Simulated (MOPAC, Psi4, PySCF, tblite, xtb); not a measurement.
Dimer H2 ··· C3H6 (SMILES [H][H] and C1CC1) at R = 3.72 Å between the centres of mass, closest contact 3.01 Å (lowest of the rigid-body minima from ten starts at GFN2-xTB). Geometry in Å and degrees:

```
C
H 1 1.0816
H 1 1.0816 2 114.23
C 1 1.5034 2 118.05 3 145.49
H 4 1.0816 1 118.05 2 0.00
H 4 1.0816 5 114.23 1 145.49
C 4 1.5034 5 118.05 6 145.49
H 7 1.0816 4 118.05 5 0.00
H 7 1.0816 8 114.23 4 145.49
H 7 3.0103 8 81.18 9 76.93
H 10 0.7438 7 169.03 8 -54.74
```

GFN2-xTB (tblite); SAPT0/jun-cc-pVDZ, frozen core (Psi4); PBE/def2-TZVP, counterpoise-corrected (Psi4); PBE-D3(BJ)/def2-TZVP, counterpoise-corrected (Psi4); HF/aug-cc-pVDZ, counterpoise-corrected (Psi4); MP2/aug-cc-pVDZ = DF-MP2/aug-cc-pVDZ, frozen core, counterpoise-corrected in Psi4; SCS-MP2/aug-cc-pVDZ = DF-SCS-MP2/aug-cc-pVDZ, frozen core, counterpoise-corrected in Psi4; PM7, restricted, heats of formation (MOPAC); PM6, restricted, heats of formation (MOPAC); GFN1-xTB (xtb); RKS-B3LYP/6-31G* = PySCF with restricted B3LYP/6-31G*, spherical d, no counterpoise correction; RKS-M06-2X/6-31G* = PySCF with restricted M06-2X/6-31G*, spherical d, no counterpoise correction; RMP2/3-21G = restricted MP2 (frozen core)/3-21G, no counterpoise correction in PySCF; RHF/LANL2DZ = restricted Hartree-Fock/LANL2DZ, no counterpoise correction (PySCF).

Q: What interaction energy does each level give?

A: 
| method | E_int / kJ/mol |
|---|---|
| PBE-D3(BJ)/def2-TZVP | -3.29 |
| RKS-M06-2X/6-31G* | -3.10 |
| GFN2-xTB | -2.05 |
| MP2/aug-cc-pVDZ | -1.97 |
| RMP2/3-21G | -1.94 |
| PBE/def2-TZVP | -1.52 |
| SAPT0/jun-cc-pVDZ | -1.42 |
| SCS-MP2/aug-cc-pVDZ | -1.24 |
| PM7 | -1.10 |
| RKS-B3LYP/6-31G* | -0.64 |
| GFN1-xTB | -0.50 |
| PM6 | -0.35 |
| RHF/LANL2DZ | 0.51 |
| HF/aug-cc-pVDZ | 0.92 |
